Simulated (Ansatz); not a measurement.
Coupled-cluster diagnostics for SbI₃, Ansatz.

Geometry of the singlet (PBE-D4/def2-SVP):

```xyz
4

Sb   -0.2370    0.9199    0.0460
I    -1.1124   -0.5065   -2.1550
I    -1.1092   -0.7182    2.0956
I     2.4586    0.3048    0.0134
```

In the def2 sets I, Sb take a core potential; there is no spin–orbit coupling. Correlated methods freeze 16 core orbitals; core or outer-core shells of Sb, I are correlated, in sets that lack core-valence functions.

**Question.** Estimate the CCSD(T) correlation energy, the shares of MP2 and (T), T1 and the reference's ⟨S²⟩ for: charge 0, singlet, own geometry in def2-SVP; charge 1, doublet, vertical in def2-SVP; and the rough time on 4 threads of Intel Xeon on a shared host.

**Answer.** 
```csv
state,basis,correlation (eV),MP2 share (%),(T) share (%),T1,⟨S²⟩ (pure),wall time
"charge 0, singlet, own geometry",def2-SVP,-13.679,92.2,3.0,0.009,0.00 (0.00),8.5 s
"charge 1, doublet, vertical",def2-SVP,-13.557,90.3,3.7,0.019,0.86 (0.75),36 s
```
Customary marks for T1 are 0.02 (closed shells), 0.045 (open shells) and about 0.05 (3d metals). T1 stays under 0.02 throughout.
